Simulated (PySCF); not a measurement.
# Electron correlation in Hf⁵⁸⁺ (hafnium, charge +58)

[Ne] 3s2 3p2, high-spin 3P determinant. Computed with PySCF 2.14 in an even-tempered Gaussian basis (16 s from 15 bohr⁻², ratio 2.5; 10 p from 20 bohr⁻², ratio 2.5; 4 d from 76 bohr⁻², ratio 2.7; 4 f from 110 bohr⁻², ratio 2.7), with the non-relativistic Hamiltonian (point nucleus). Frozen: 1s2; 12 electrons correlated; the 17 highest virtual orbitals of each spin left out.

```json
{"level": "CCSD", "correlation energy (mhartree)": "-554.66"}
{"level": "(T)", "correlation energy (mhartree)": "-1.31"}
{"level": "CCSD(T)", "correlation energy (mhartree)": "-555.97"}
```

Diagnostics: T1 = 0.00073, D1 = 0.0032, largest double amplitude 0.081.

Problem. Is a single reference adequate?

Solution. Mostly. T1 lies below 0.03, but a double amplitude of this size points to a near-degeneracy that CCSD handles and MP2 describes poorly.

At this charge a non-relativistic calculation is a model, useful for the Z dependence of the correlation energy.

Spin-orbit coupling is strong in this species, so the high-spin LS determinant is a model state.
